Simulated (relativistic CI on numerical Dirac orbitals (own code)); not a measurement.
# Er IV: q coefficients and field-shift factors

Calculated at this level of theory: Dirac-Coulomb-Breit CI, orbitals from a KLI potential per configuration, valence Slater integrals scaled by 0.85, P86 correlation energy added to each configuration, derivatives by finite differences, QED left out (own radial code, finite nucleus).

Configurations in the expansion (outside the closed core [Kr] 4d10 5s2): 4f11.5p6, 4f10.5p6.6s, 4f13.5p4, 4f12.5p5, 4f9.5p6.6s2. The list is cut by size and lacks configurations that can hold low levels.

With x = (α/α₀)² − 1 an excitation energy changes as ω = ω₀ + qx; K = 2q/ω₀ is the relative enhancement. Terms are leading LS components, so labels can repeat. The field-shift factor is F = δν/δ⟨r²⟩ for the transition from the lowest level.

Lowest level 4f11.5p6 4I°_15/2.

```
            Level  ω₀ (cm⁻¹)  q (cm⁻¹)  F (GHz/fm²)
4f11.5p6 4I°_13/2     6401.8      6112        0.308
4f11.5p6 4I°_11/2     9965.1      6848         0.42
 4f11.5p6 4I°_9/2    12240.1      5351        0.448
 4f11.5p6 4F°_9/2    16179.0      2577        0.474
4f11.5p6 2H°_11/2    19473.9      4495        0.614
 4f11.5p6 4S°_3/2    19889.6     804.7        0.543
 4f11.5p6 4F°_7/2    21956.1      5324         0.68
 4f11.5p6 4F°_5/2    23737.7      5355        0.729
 4f11.5p6 4F°_3/2    23907.8      5091        0.735
 4f11.5p6 4F°_9/2    24555.3      9059        0.845
4f11.5p6 2K°_15/2    27210.9      3634        0.783
4f11.5p6 4G°_11/2    28044.1      4740        0.815
 4f11.5p6 2G°_7/2    28777.0      6107        0.885
 4f11.5p6 4G°_9/2    29456.8      6866        0.904
4f11.5p6 2K°_13/2    32454.6      7556         1.01
 4f11.5p6 2P°_3/2    32731.7      8047         1.04
 4f11.5p6 2P°_1/2    34314.9      4817         1.03
 4f11.5p6 4G°_7/2    35594.8     10510         1.14
 4f11.5p6 4G°_5/2    35811.7      8051          1.1
 4f11.5p6 2G°_9/2    36291.0     15510         1.29
 4f11.5p6 2D°_5/2    36410.5      8319         1.13
 4f11.5p6 2D°_5/2    41663.4     722.2         1.08
4f11.5p6 2I°_11/2    42161.2      2862         1.15
```

Correlation outside the listed configurations is missing or only estimated: errors of thousands of cm⁻¹ between configurations and terms are usual at this charge. Rates and lifetimes follow the computed energies and can be off by large factors. The fine structure of a lone outer electron comes out too small, for d and f at times inverted, and misplaced configurations move strength between like terms.

Problem. Which transition from the lowest level has the largest |K|?

Solution. 4f11.5p6 4I°_13/2 at 6401.8 cm⁻¹, K = 1.91.
